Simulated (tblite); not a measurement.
Record of a relaxation.

Compound: C4H7F5O2Si.
Bonds: C1–O2, O2–Si3, Si3–O4, O4–C5, Si3–C6, C6–F7, C6–F8, C6–C9, C9–F10, C9–F11, C9–F12. Hydrogens: H13, H14, H15 on C1; H16 on Si3; H17, H18, H19 on C5.

Computed with GFN2-xTB (tblite), gas phase: L-BFGS steps from a force-field or distance-geometry start until the largest atomic force falls under 0.01 eV/Å. 7 of its 128 geometries are shown.

Step 0: E = -1243.4416 eV, largest atomic force 3.973 eV/Å
```
atom  x, y, z in Å  |  force x, y, z in eV/Å
C1     -0.112    2.307   -0.723   -0.274   2.338  -1.001
O2     -0.521    1.007   -0.982    0.385  -2.013   2.593
Si3    -0.384    0.095    0.479   -3.486   1.902  -0.135
O4     -1.876   -0.605    0.941    3.088   1.131  -0.290
C5     -2.498   -1.315   -0.074   -1.611  -0.467  -0.842
C6      1.017   -1.122    0.447    0.655  -0.375   0.480
F7      0.825   -2.180   -0.395    0.274   0.069   0.880
F8      1.180   -1.509    1.788   -0.087  -0.458  -1.390
C9      2.342   -0.468    0.078    0.765  -0.123  -0.093
F10     3.288   -1.466    0.098   -0.537   1.745  -0.362
F11     2.266    0.124   -1.173    0.577  -0.842   1.893
F12     2.692    0.503    1.007   -0.352  -1.312  -1.592
H13    -1.027    2.946   -0.496    1.065  -0.638  -0.062
H14     0.637    2.413    0.073   -0.352   0.077  -0.249
H15     0.347    2.713   -1.649   -0.266  -0.211   0.317
H16    -0.062    1.047    1.566   -0.269  -0.643  -0.147
H17    -3.328   -0.661   -0.442    0.603  -0.512  -0.192
H18    -1.810   -1.603   -0.887   -0.538   0.106   0.209
H19    -2.984   -2.218    0.337    0.362   0.227  -0.019
```

Step 21: E = -1244.8756 eV, largest atomic force 0.131 eV/Å
```
atom  x, y, z in Å  |  force x, y, z in eV/Å
C1     -0.044    2.503   -0.824    0.007  -0.008  -0.001
O2     -0.325    1.145   -0.580    0.027   0.004   0.052
Si3    -0.419    0.175    0.694    0.045  -0.051   0.017
O4     -1.758   -0.688    0.755   -0.024   0.024   0.013
C5     -2.593   -1.395   -0.133    0.001   0.001  -0.005
C6      1.047   -1.125    0.523   -0.016   0.071  -0.047
F7      0.738   -2.108   -0.373    0.019   0.026   0.026
F8      1.282   -1.771    1.704   -0.078   0.058  -0.088
C9      2.371   -0.502    0.091    0.019   0.010  -0.007
F10     3.399   -1.349    0.081    0.024  -0.002  -0.001
F11     2.286    0.029   -1.133    0.000  -0.013  -0.018
F12     2.698    0.505    0.919   -0.026   0.014   0.003
H13    -0.946    3.095   -0.656   -0.014  -0.013  -0.011
H14     0.746    2.874   -0.173    0.029  -0.068   0.012
H15     0.268    2.597   -1.863    0.005  -0.026  -0.012
H16    -0.308    0.754    2.013   -0.020  -0.011   0.054
H17    -3.384   -0.730   -0.483   -0.021  -0.004   0.003
H18    -2.040   -1.775   -0.990    0.042  -0.016   0.016
H19    -3.028   -2.227    0.420   -0.020   0.005  -0.005
```

Step 42: E = -1244.8946 eV, largest atomic force 0.086 eV/Å
```
atom  x, y, z in Å  |  force x, y, z in eV/Å
C1      0.002    2.469   -0.818    0.016  -0.024  -0.001
O2     -0.353    1.141   -0.521   -0.014   0.001   0.011
Si3    -0.447    0.169    0.748   -0.065   0.047   0.030
O4     -1.828   -0.632    0.793    0.042  -0.037   0.000
C5     -2.588   -1.398   -0.116    0.020  -0.011   0.016
C6      1.022   -1.104    0.485    0.054   0.002  -0.032
F7      0.713   -2.040   -0.460   -0.012  -0.005  -0.025
F8      1.279   -1.812    1.620   -0.052   0.008   0.025
C9      2.344   -0.454    0.070    0.044   0.022  -0.002
F10     3.394   -1.271    0.130   -0.005  -0.031  -0.005
F11     2.295    0.032   -1.174   -0.069  -0.007  -0.007
F12     2.619    0.589    0.872   -0.051   0.041   0.031
H13    -0.867    3.112   -0.663    0.058   0.013   0.017
H14     0.826    2.801   -0.187   -0.015   0.026  -0.017
H15     0.302    2.505   -1.866    0.015  -0.004   0.012
H16    -0.348    0.686    2.097    0.030  -0.006  -0.044
H17    -3.364   -0.768   -0.556    0.052  -0.014   0.012
H18    -1.959   -1.808   -0.905   -0.045  -0.025  -0.001
H19    -3.051   -2.209    0.446   -0.002   0.004  -0.018
```

Step 64: E = -1244.9315 eV, largest atomic force 0.053 eV/Å
```
atom  x, y, z in Å  |  force x, y, z in eV/Å
C1      0.111    2.424   -0.797    0.011  -0.007  -0.002
O2     -0.560    1.247   -0.411   -0.014   0.000   0.001
Si3    -0.507    0.177    0.780    0.002   0.009   0.002
O4     -1.840   -0.693    0.846   -0.013   0.004  -0.013
C5     -2.567   -1.471   -0.077   -0.020  -0.016  -0.026
C6      0.967   -1.067    0.411    0.009  -0.002   0.016
F7      0.666   -1.945   -0.591    0.036   0.021   0.006
F8      1.231   -1.841    1.502   -0.001   0.003  -0.023
C9      2.265   -0.355    0.039    0.010   0.000   0.022
F10     3.365   -1.090    0.177    0.003  -0.006  -0.026
F11     2.237    0.093   -1.221   -0.031   0.010   0.035
F12     2.421    0.730    0.825    0.047   0.014  -0.020
H13    -0.576    3.264   -0.685   -0.009  -0.003  -0.003
H14     0.995    2.601   -0.187    0.016  -0.005   0.003
H15     0.404    2.329   -1.845   -0.006  -0.027   0.034
H16    -0.337    0.624    2.145    0.009   0.015  -0.003
H17    -3.229   -0.824   -0.651   -0.035   0.010  -0.029
H18    -1.903   -2.002   -0.757    0.009  -0.023  -0.006
H19    -3.155   -2.191    0.491   -0.022   0.004   0.033
```

Step 85: E = -1244.9417 eV, largest atomic force 0.032 eV/Å
```
atom  x, y, z in Å  |  force x, y, z in eV/Å
C1      0.133    2.401   -0.790    0.002   0.010   0.002
O2     -0.592    1.257   -0.404    0.012   0.016   0.012
Si3    -0.527    0.173    0.775    0.001  -0.008  -0.007
O4     -1.849   -0.713    0.820   -0.010   0.008  -0.011
C5     -2.601   -1.495   -0.079   -0.007   0.000   0.003
C6      0.983   -1.033    0.420    0.012  -0.015  -0.007
F7      0.693   -1.913   -0.585    0.015  -0.011  -0.012
F8      1.258   -1.807    1.507   -0.002  -0.003   0.010
C9      2.278   -0.319    0.037    0.002  -0.004   0.005
F10     3.367   -1.083    0.073   -0.007  -0.012  -0.016
F11     2.195    0.198   -1.195    0.001   0.004   0.009
F12     2.503    0.716    0.869   -0.021   0.010  -0.005
H13    -0.527    3.266   -0.711   -0.004  -0.009  -0.010
H14     1.007    2.559   -0.160   -0.008  -0.001   0.009
H15     0.453    2.276   -1.825   -0.010  -0.006   0.002
H16    -0.368    0.621    2.142   -0.010   0.004  -0.002
H17    -3.227   -0.848   -0.697    0.031   0.006  -0.004
H18    -1.953   -2.094   -0.720   -0.007   0.010   0.018
H19    -3.236   -2.152    0.516    0.008   0.000   0.006
```

Step 106: E = -1244.9443 eV, largest atomic force 0.040 eV/Å
```
atom  x, y, z in Å  |  force x, y, z in eV/Å
C1      0.133    2.407   -0.786   -0.013  -0.015   0.001
O2     -0.587    1.264   -0.385    0.016   0.010   0.004
Si3    -0.521    0.165    0.779    0.009  -0.005  -0.004
O4     -1.859   -0.695    0.823    0.015  -0.023   0.000
C5     -2.598   -1.493   -0.074    0.003   0.003  -0.008
C6      0.984   -1.049    0.410   -0.039   0.006   0.005
F7      0.704   -1.929   -0.597   -0.007   0.001  -0.002
F8      1.264   -1.821    1.498    0.005   0.007  -0.015
C9      2.268   -0.316    0.030    0.000   0.003   0.006
F10     3.364   -1.070    0.029    0.002  -0.007   0.000
F11     2.163    0.233   -1.187    0.013  -0.011   0.001
F12     2.489    0.699    0.886    0.011   0.012  -0.007
H13    -0.546    3.260   -0.756    0.010   0.002   0.007
H14     0.985    2.597   -0.135   -0.018   0.005   0.022
H15     0.486    2.256   -1.806   -0.004  -0.009  -0.012
H16    -0.350    0.595    2.150   -0.007   0.010  -0.008
H17    -3.157   -0.854   -0.759    0.004  -0.009   0.005
H18    -1.942   -2.149   -0.646   -0.008   0.001   0.016
H19    -3.289   -2.092    0.520    0.007   0.018  -0.011
```

Step 127: E = -1244.9483 eV, largest atomic force 0.009 eV/Å
```
atom  x, y, z in Å  |  force x, y, z in eV/Å
C1      0.108    2.416   -0.761    0.005   0.002  -0.002
O2     -0.610    1.272   -0.360    0.000   0.003  -0.004
Si3    -0.515    0.164    0.793   -0.002   0.006  -0.002
O4     -1.846   -0.708    0.847   -0.001   0.000   0.004
C5     -2.580   -1.494   -0.064   -0.006  -0.002  -0.004
C6      0.983   -1.044    0.387    0.008  -0.003  -0.001
F7      0.681   -1.904   -0.631    0.002  -0.003   0.002
F8      1.269   -1.839    1.457   -0.001  -0.005   0.002
C9      2.272   -0.322    0.004    0.001   0.002  -0.001
F10     3.360   -1.089    0.002   -0.002   0.003   0.000
F11     2.171    0.226   -1.213    0.002  -0.001  -0.002
F12     2.507    0.693    0.857   -0.002   0.004  -0.002
H13    -0.598    3.243   -0.839    0.000  -0.005   0.003
H14     0.888    2.670   -0.044   -0.003   0.000   0.004
H15     0.559    2.226   -1.736    0.001   0.000   0.000
H16    -0.329    0.593    2.162    0.000  -0.002   0.001
H17    -2.965   -0.873   -0.873    0.001  -0.003   0.002
H18    -1.954   -2.284   -0.481   -0.003   0.000  -0.002
H19    -3.410   -1.937    0.488    0.001   0.003   0.002
```

Problem. Summarise the path.

Solution. The energy falls by 1.5067 eV from step 0 to step 127; nine tenths of that is first reached at step 12. It falls at every step. The largest force goes from 3.973 to 0.009 eV/Å. Among the bonds O2–Si3 changes most, from 1.728 to 1.602 Å; the atoms move by 0.467 Å rms after alignment.

Problem. Follow the three bonds and two angles with the largest change from start to end.

Solution. 
```csv
step,E above end (eV),largest force (eV/Å),O2–Si3 (Å),Si3–O4 (Å),Si3–C6 (Å),C1–O2–Si3 (°),Si3–O4–C5 (°)
0,1.5067,3.973,1.728,1.711,1.856,108.3,113.8
6,0.3939,0.794,1.618,1.604,1.931,118.0,124.1
11,0.1728,0.562,1.608,1.594,1.991,126.4,133.5
17,0.0855,0.187,1.602,1.593,1.964,136.6,138.8
22,0.0715,0.098,1.604,1.595,1.963,137.3,138.1
28,0.0646,0.066,1.601,1.595,1.961,138.7,138.1
33,0.0619,0.058,1.601,1.596,1.956,138.7,137.4
39,0.0562,0.063,1.600,1.595,1.966,139.9,136.9
44,0.0509,0.114,1.604,1.597,1.964,137.8,135.3
50,0.0362,0.117,1.601,1.596,1.963,139.4,134.2
55,0.0292,0.106,1.600,1.593,1.960,139.3,134.6
61,0.0187,0.079,1.603,1.594,1.968,138.6,134.7
66,0.0149,0.093,1.602,1.592,1.961,138.2,135.7
72,0.0105,0.046,1.602,1.591,1.968,137.8,136.6
77,0.0093,0.048,1.602,1.592,1.966,137.6,136.9
83,0.0071,0.051,1.603,1.592,1.965,137.0,137.0
88,0.0061,0.035,1.602,1.591,1.966,137.1,137.3
94,0.0056,0.018,1.602,1.591,1.966,137.2,137.1
99,0.0050,0.023,1.602,1.592,1.968,137.5,136.7
105,0.0042,0.028,1.602,1.592,1.968,137.9,136.8
110,0.0034,0.029,1.602,1.591,1.965,137.8,136.8
116,0.0020,0.060,1.602,1.592,1.966,137.6,136.6
121,0.0004,0.022,1.602,1.593,1.966,137.5,136.0
127,0.0000,0.009,1.602,1.592,1.966,137.4,136.0
```

The cost below is that of the whole relaxation. Time: 1.3 s wall. Hardware: an Arm Neoverse V1 with one thread, no GPU, on a shared host.
